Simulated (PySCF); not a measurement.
# `ClC[C@H]1C[C@H](Br)C1`, C₅H₈BrCl

Molfile (atoms numbered from 1):
```
C5H8BrCl
     RDKit          3D

 15 15  0  0  0  0  0  0  0  0999 V2000
    2.0074   -1.6118    0.5025 Cl  0  0  0  0  0  0  0  0  0  0  0  0
    1.8623    0.1192    0.0816 C   0  0  0  0  0  0  0  0  0  0  0  0
    0.4173    0.5331   -0.1125 C   0  0  1  0  0  0  0  0  0  0  0  0
   -0.4474   -0.3107   -1.0677 C   0  0  0  0  0  0  0  0  0  0  0  0
   -1.5445   -0.3616   -0.0015 C   0  0  2  0  0  0  0  0  0  0  0  0
   -3.0500    0.8273   -0.3911 Br  0  0  0  0  0  0  0  0  0  0  0  0
   -0.5708    0.2199    1.0263 C   0  0  0  0  0  0  0  0  0  0  0  0
    2.3187    0.6773    0.8996 H   0  0  0  0  0  0  0  0  0  0  0  0
    2.4366    0.2661   -0.8334 H   0  0  0  0  0  0  0  0  0  0  0  0
    0.4068    1.5920   -0.3816 H   0  0  0  0  0  0  0  0  0  0  0  0
   -0.0236   -1.2953   -1.2579 H   0  0  0  0  0  0  0  0  0  0  0  0
   -0.7120    0.1553   -2.0142 H   0  0  0  0  0  0  0  0  0  0  0  0
   -1.9833   -1.3324    0.2185 H   0  0  0  0  0  0  0  0  0  0  0  0
   -0.1964   -0.5422    1.7076 H   0  0  0  0  0  0  0  0  0  0  0  0
   -0.9254    1.0717    1.6018 H   0  0  0  0  0  0  0  0  0  0  0  0
  1  2  1  0
  2  3  1  0
  3  4  1  0
  4  5  1  0
  5  6  1  0
  5  7  1  0
  7  3  1  0
  2  8  1  0
  2  9  1  0
  3 10  1  6
  4 11  1  0
  4 12  1  0
  5 13  1  1
  7 14  1  0
  7 15  1  0
M  END
```

Theory: GIAO B97-2/pcSseg-1 magnetisability, rotational g tensor and spin-rotation constants, non-relativistic, gas phase in PySCF. Geometry: GFN2-xTB.

The calculation is non-relativistic, which matters for the atoms heavier than Zn.

(1) Give the nuclear spin-rotation constants along the inertial axes (H = +C I·J) beside the isotropic shieldings.

(2) How do the rotational constants and the g tensor change when H8, H9, H10, H11, H12, H13, H14, H15 are replaced by deuterium?

Answers

(1) Rotational constants 5.3889, 0.5195, 0.5137 GHz. A star marks the isotopologue with that one atom substituted, in its own axes.
```csv
atom,isotope,Caa (kHz),Cbb (kHz),Ccc (kHz),mean (kHz),σ (ppm)
Cl1,35Cl,0.772,0.034,0.104,0.303,914.5
Br6,79Br,2.361,1.241,1.020,1.541,2074.2
H8,1H,-0.474,-0.041,0.002,-0.171,28.1
H9,1H,-0.470,-0.044,0.004,-0.170,28.1
H10,1H,-0.501,0.018,-0.056,-0.180,28.6
H11,1H,-0.275,-0.018,-0.042,-0.112,28.6
H12,1H,-0.406,-0.043,-0.013,-0.154,29.5
H13,1H,-0.625,0.033,-0.050,-0.214,27.5
H14,1H,-0.277,-0.024,-0.037,-0.113,28.7
H15,1H,-0.402,-0.037,-0.019,-0.153,29.5
C2,13C*,1.021,0.085,0.122,0.409,131.3
C3,13C*,0.900,0.097,0.077,0.358,151.4
C4,13C*,0.763,0.098,0.095,0.319,149.0
C5,13C*,0.994,0.117,0.097,0.402,130.6
```
For the geometry as given, no vibrational averaging.

(2) Constants 4.2023, 0.5019, 0.4966 GHz; g -0.0119, -0.0055, -0.0039, against -0.0151, -0.0056, -0.0040 before.
